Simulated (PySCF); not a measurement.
Harmonic spectrum computed at PBE0 in the def2-TZVP basis family (core potentials from Rb on, PySCF, no spin–orbit coupling):

| symmetry | ω (cm⁻¹) | IR (km/mol) |
| --- | --- | --- |
| a1 | 148 | 1.4 |
| b2 | 492 | 102 |
| a1 | 509 | 7.7 |

Task: Which molecule gave it? In each, all ligands are bound to the one heavy central atom.
A. IS₂ (doublet)
B. MoS₂ (triplet)
C. SnS₂ (singlet)
D. HfS₂ (singlet)

Result: D. It has C2v symmetry with Hf–S 2.214 Å (×2).
